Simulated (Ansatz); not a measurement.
`C[CH2][Mg][Cl]` + HBr → `[Cl][Mg][Br]` + `CC` at 600 K and 1 bar (ligand exchange at a Mg–C bond).

Gas-phase electronic energies from Ansatz, PBE0-D4/def2-TZVP geometries. CCSD(T)/CBS is the MP2 limit (def2-TZVPP, def2-QZVPP) plus CCSD(T) − MP2 in def2-TZVPP, frozen cores. This one scheme is used for every species. For Br, Mg outer-core shells are correlated without core-valence functions, which leaves a few kJ/mol of doubt a bond. Scalar relativity is left out up to krypton. Each species was taken in one conformer, which may not be the lowest.

| species | CCSD(T)/CBS energy (Eh) | H − E (kJ/mol) | S (J/(mol·K)) |
| --- | --- | --- | --- |
| `C[CH2][Mg][Cl]` | -738.85772 | 222.9 | 410.2 |
| HBr | -2573.91920 | 33.5 | 219.1 |
| `[Cl][Mg][Br]` | -3233.14611 | 38.4 | 330.8 |
| `CC` | -79.71954 | 228.8 | 274.9 |

H − E and S are ideal-gas, rigid-rotor, harmonic terms from PBE0-D4/def2-TZVP, for one conformer and one mirror image of each species. 1 Eh = 2625.50 kJ/mol, R = 8.31446 J/(mol·K).

By hand: ΔE, ΔH, ΔS and ΔG.

ΔE = (-3233.14611) + (-79.71954) − (-738.85772) − (-2573.91920) = -0.08873 Eh = -233.0 kJ/mol. Δ(H − E) = 38.4 + 228.8 − 222.9 − 33.5 = 10.8, so ΔH = -222.2 kJ/mol. ΔS = 330.8 + 274.9 − 410.2 − 219.1 = -23.6 J/(mol·K). ΔG = -222.2 − 600 × (-23.6)/1000 = -208.0 kJ/mol.

By hand: the equilibrium constant, and the temperature at which ΔG would vanish if ΔH and ΔS stayed fixed.

log₁₀ K = −ΔG/(RT ln 10) = 18.1. ΔG = 0 at ΔH/ΔS = 9415 K, far beyond where these terms or the molecules hold.

ΔH outweighs TΔS. A doubt of 5 kJ/mol in ΔE shifts log₁₀ K by 0.4 here. Other conformers and mirror images would add mixing entropy, several J/(mol·K) or more a flexible species. These are equilibria of isolated gas molecules and say nothing of rates. Largest T1 diagnostic: 0.008 (customary marks: 0.02 for closed shells, 0.045 for open ones).
